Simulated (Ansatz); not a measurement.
H4Al, charge -1, singlet, at a GFN2-xTB geometry (such geometries of metal compounds can be far from the true shape) (a gas-phase anion, which may not be bound at this level). Base run: HF/def2-SV(P) run with Ansatz (a quantum-chemistry and plane-wave program).

Input for Ansatz:
Ansatz 0.2 input:
```yaml
crystal:
  periodic: [false, false, false]
  atoms:
    - {symbol: Al, position_ang: [0.00000000, 0.00000000, 0.00000000]}
    - {symbol: H, position_ang: [1.18926445, -0.20785140, 1.09178746]}
    - {symbol: H, position_ang: [-1.18488180, 0.90443151, 0.65391954]}
    - {symbol: H, position_ang: [-0.59986665, -1.45031671, -0.43161723]}
    - {symbol: H, position_ang: [0.59548400, 0.75373660, -1.31408978]}
basis:
  gaussian:
    orbitals: def2-SV_P_.json
hamiltonian:
  xc: hf
total_charge: -1
```
The basis file holds def2-SV(P) in the JSON format of the Basis Set Exchange.

The base run was repeated with changes; each row names its change, and settings that it needs were set with it.

```
change                                                        ΔE vs base (mEh)
------------------------------------------------------------  ----------------
base                                                                     0.000
occupation = up:A1:5 B1:1 B2:3 down:A1:5 B1:1 B2:3                       759.5
occupation = up:A1:5 B1:2 B2:2 down:A1:5 B1:2 B2:2                       0.000
occupation = up:A1:5 B1:2 B2:1 A2:1 down:A1:5 B1:2 B2:1 A2:1            1640.9
symmetry_tolerance_ang = 0.01                                            0.000
occupation = up:A1:5 B1:3 B2:1 down:A1:5 B1:3 B2:1                       759.5
occupation = up:A1:4 B1:2 B2:3 down:A1:4 B1:2 B2:3                       725.1
```

A gas-phase anion may not be bound at this level; its values then depend on the basis.
